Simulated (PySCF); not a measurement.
## Molecular orbitals of ZnSi⁺

HSE06 at R = 2.525 Å; PySCF, no relativity, basis sets Zn def2-SVPD, Si def2-SVPD. State: ²Π (doublet), unpaired electrons π ↑. Only the outer orbitals are listed, counted within each symmetry.

| spin | orbital | occ. | ε (eV) | on Zn (%) | main shells (%) |
| --- | --- | --- | --- | --- | --- |
| α | 9σ | 1 | -20.07 | 86 | 87 Zn d, 12 Si s |
| α | 4π | 1 | -19.83 | 99 | 100 Zn d |
| α | 4π | 1 | -19.83 | 99 | 99 Zn d |
| α | 1δ | 1 | -19.77 | 100 | 100 Zn d |
| α | 1δ | 1 | -19.77 | 100 | 100 Zn d |
| α | 10σ | 1 | -18.29 | 21 | 78 Si s, 12 Zn d |
| α | 11σ | 1 | -12.74 | 57 | 55 Zn s, 33 Si p, 9 Si s |
| α | 5π | 1 | -11.00 | 4 | 95 Si p |
| α | 5π | 0 | -9.51 | 8 | 91 Si p |
| α | 12σ | 0 | -8.80 | 58 | 42 Si p, 34 Zn s, 24 Zn p |
| α | 6π | 0 | -5.85 | 83 | 83 Zn p, 11 Si d |
| β | 9σ | 1 | -20.01 | 93 | 94 Zn d |
| β | 4π | 1 | -19.84 | 99 | 100 Zn d |
| β | 4π | 1 | -19.80 | 100 | 100 Zn d |
| β | 1δ | 1 | -19.77 | 100 | 100 Zn d |
| β | 1δ | 1 | -19.77 | 100 | 100 Zn d |
| β | 10σ | 1 | -17.34 | 18 | 81 Si s, 10 Zn s |
| β | 11σ | 1 | -12.51 | 61 | 60 Zn s, 27 Si p, 12 Si s |
| β | 5π | 0 | -9.19 | 10 | 89 Si p, 10 Zn p |
| β | 12σ | 0 | -8.67 | 55 | 45 Si p, 28 Zn p, 26 Zn s |
| β | 5π | 0 | -8.23 | 18 | 81 Si p, 18 Zn p |

Problem. Which are the highest filled and the lowest empty level, where do they sit, and how wide is the gap?

Solution. Highest filled α 5π at -11.00 eV (in %: 95 Si p); lowest empty α 5π at -9.51 eV (in %: 91 Si p); the gap at HSE06 is 1.49 eV. Both belong to one degenerate shell, split only by its one-sided filling, so this is no excitation gap.

| Item | Value |
| --- | --- |
| bond order (Mayer) | 1.01 |
| ⟨S²⟩ | 0.759 |
| charge on Zn (Mulliken, basis-dependent) | 0.62 |
| charge on Zn (Löwdin, basis-dependent) | 0.68 |
| dipole moment (positive dipole points towards Si; it is taken about the centre of mass and depends on that origin) | 0.75 D |

The state was picked by a PBE0 search and need not be the measured ground state.
